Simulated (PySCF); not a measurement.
GeH₅Si, SMILES [SiH2][GeH3] (connectivity only; charge and spin as stated), charge +1, multiplicity 1. Heavy atoms are numbered as in [SiH2:1][GeH3:2]. Hydrogens are named by the atom that carries them.

Geometry optimised at B3LYP-D3(BJ)/def2-TZVP. The multiplicity is an assumed one; other spin states were not compared. The isomer is the one that the SMILES or the coordinates give; other isomers of the formula were not compared.

The numbers are results of HF/pcSseg-2 in PySCF, not measurements.

GIAO shieldings, no solvent; atoms alike by connectivity are averaged. δ = σ(ref) − σ: ²⁹Si against TMS (σ = 383.2 ppm); ⁷³Ge against GeH4 (σ = 1766.1 ppm); ¹H against TMS (σ = 31.98 ppm), references at their B3LYP-D3(BJ)/def2-TZVP geometries, non-relativistic.

Problem. Estimate the chemical shifts. (The exact figures need the calculation; the answer reports its results.)

Solution. 
| nucleus | atoms | count | δ (ppm) |
|---|---|---|---|
| ²⁹Si | Si1 (SiH2) | 1 | 457.9 |
| ⁷³Ge | Ge2 (GeH3) | 1 | 23.3 |
| ¹H | H on Si1 | 2 | 9.21 |
| ¹H | H on Ge2 | 3 | 4.95 |
